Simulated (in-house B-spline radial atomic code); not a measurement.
Ionisation energies along the 60-electron series, configuration [Kr] 4d10 4f13 5s1, as differences of self-consistent energies. Dirac energy differences include first-order Breit, QED and recoil terms. NIST's values go from ground level to ground level; the uncertainty of those that are theory runs from under 0.1 % in few-electron ions to several per cent in heavy many-electron ones. Computed with a B-spline radial code for spherical atoms: Dirac-Hartree-Fock, average of the configuration, finite nuclei.

```
  ion  configuration after  ionisation energy (eV)  IE/(q+1)² (eV)  -ε less Coulomb ΔSCF (eV)  Breit and QED recoil part (eV)  tabulated value (eV)  computed minus tabulated (eV)
Hg20+       [Kr] 4d10 4f13                   546.4          1.2389                    0.40975                        -0.84087                   560                          -13.6
Tl21+       [Kr] 4d10 4f13                   587.4          1.2136                    0.40811                         -0.9116                   600                          -12.6
Pb22+       [Kr] 4d10 4f13                   629.8          1.1906                    0.40736                        -0.98644                   650                          -20.2
Bi23+       [Kr] 4d10 4f13                   673.7          1.1696                     0.4074                         -1.0656                   690                          -16.3
```
